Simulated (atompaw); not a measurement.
manganese: PAW (atompaw) pseudisation with LDA (PW92), scalar-relativistic reference atom.

Input for atompaw 4.2.0.5:

```
Mn 25
LDA-PW scalarrelativistic loggrid 1500 logderivrange -8 5 326
4 4 3 0 0 0
4 1 0
3 2 5
0 0 0
c
c
v
v
c
v
v
v
2
2.00 1.90 1.35 1.40
n
n
y
-0.15
n
custom polynom2 7 10 vanderbiltortho besselshape
3 0.5 troulliermartins
1.00
1.55
1.25
2.00
2.00
2.00
PWSCFOUT
UPFDX 0.0125d0 UPFXMIN -7.d0 UPFZMESH 25.d0
END
```

Command:

```bash
atompaw < Mn.input > Mn.log
```

The program printed (summary file):

```
Completed calculations for Mn (AE)

 Exchange-correlation type: LDA, Perdew-Wang correlation

 Radial integration grid is logarithmic
 r0 =   3.3078265E-04 h =   8.2695663E-03   n =      1500 rmax =   8.0000000E+01

 Scalar relativistic calculation

 AEatom converged in  44 iterations
   nz     =  25.00
   delta  =       3.899742057401E-17

 All Electron Orbital energies:
  n  l      occupancy      energy
  1  0      2.0000000E+00 -4.7146471E+02
  2  0      2.0000000E+00 -5.4550684E+01
  3  0      2.0000000E+00 -6.2773210E+00
  4  0      2.0000000E+00 -3.8827986E-01
  2  1      6.0000000E+00 -4.6286696E+01
  3  1      6.0000000E+00 -4.0049203E+00
  4  1      0.0000000E+00 -1.0806575E-01
  3  2      5.0000000E+00 -5.1515853E-01

 Total energy
   Total                    :    -2312.28329316309646

 ---
 Completed calculations for Mn (SC)

 Exchange-correlation type: LDA, Perdew-Wang correlation

 Radial integration grid is logarithmic
 r0 =   3.3078265E-04 h =   8.2695663E-03   n =      1500 rmax =   8.0000000E+01

 Scalar relativistic calculation

 SCatom converged in   1 iterations
   nz     =  25.00
   delta  =       2.835228398756E-18

 Valence Electron Orbital energies:
  n  l      occupancy      energy
   3  0      2.0000000E+00 -6.2773210E+00
   4  0      2.0000000E+00 -3.8827986E-01
   3  1      6.0000000E+00 -4.0049203E+00
   4  1      0.0000000E+00 -1.0806575E-01
   3  2      5.0000000E+00 -5.1515853E-01

 Total energy
   Total                    :    -2312.28329316124928
   Valence                  :     -281.45613442135124

 PAW parameters:
       lmax =            2
         rc =    2.0009837288953629
        irc =         1054
   rc_shape =    1.9041069716468662
    rc_vloc =    1.3564768432245748
    rc_core =    1.4021082283324733
   Vloc: Norm-conserving Troullier-Martins with l= 3;e=   5.0000E-01
   Projector type: improved polynomial pseudization + Vanderbilt ortho.
   Bessel compensation charge shape zeroed at   1.9041E+00

 Number of basis functions     6
 No.   n  nodes  l      Energy         Cp coeff         Occ
  1    3    2    0   -0.6277321E+01  0.4241782E+00  0.2000000E+01
  2    4    3    0   -0.3882799E+00  0.1141887E+02  0.2000000E+01
  3    3    1    1   -0.4004920E+01  0.1326433E+01  0.6000000E+01
  4    4    2    1   -0.1080658E+00  0.3014555E+01  0.0000000E+00
  5    3    0    2   -0.5151585E+00 -0.7566324E+02  0.5000000E+01
  6  999    1    2   -0.1500000E+00 -0.8168729E+00  0.0000000E+00

 Eigenvalues of overlap operator (in the basis of projectors):
    1        6.79593858E-02
    2        6.43321224E-01
    3        1.05687364E+00
    4        8.85258399E+01
    5        1.18117701E+04
    6        9.56341304E+04

 Orbital leakage outside PAW augmentation regions
   orb  is_core?  %out_of_sphere
   1 0    T          -0.00
   2 0    T           0.00
   3 0    F           0.43
   4 0    F          82.97
   2 1    T           0.00
   3 1    F           1.19
   4 1    F          94.65
   3 2    F          12.71

 Summary of PAW energies
   Total valence energy     :   -281.45477842714257
   Smooth energy            :     -1.42336458361478
   One center               :   -280.03141384352779
   Smooth kinetic           :     36.70641873520908
   Vloc energy              :    -34.92175116869204
   Smooth exch-corr         :    -11.29645562355188
   One-center xc            :    -88.15266040996205
```

The run took about 5.3 s on one core of a shared server CPU.
